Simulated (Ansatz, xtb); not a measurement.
Energy difference R1 → P1, each structure at its B3LYP-D3(BJ)/def2-TZVP stationary point, reached from a drawn start; harmonic modes at that level show minima.
R1, CH2O2 (SMILES O=CO) (charge 0, multiplicity 1):
```xyz
5

C     -0.3979    -0.1194     0.0787
O     -0.4009    -0.1203     1.2754
O      0.6562     0.1969    -0.6927
H     -1.2547    -0.3764    -0.5571
H      1.3972     0.4191    -0.1042
```
P1, CH2O2 (SMILES O=CO) (charge 0, multiplicity 1):
```xyz
5

C     -0.2219    -0.0666     0.3640
O     -0.2256    -0.0677     1.5539
O      0.8709     0.2613    -0.3585
H     -1.0970    -0.3291    -0.2563
H      0.6737     0.2021    -1.3030
```

P less R. No zero-point or thermal terms.

Cores are frozen in the correlated methods.

The values were computed with Ansatz (a quantum-chemistry and plane-wave program); xtb for the GFN methods. Each number belongs to the level named beside it.

Q: One of these levels gives 5.37 kcal/mol for the reaction energy. Which?
(A) GFN1-xTB
(B) MP2/cc-pVDZ
(C) PBE0/def2-TZVPP

A: B, MP2/cc-pVDZ. The others give 7.75 (GFN1-xTB), 4.22 (PBE0/def2-TZVPP)
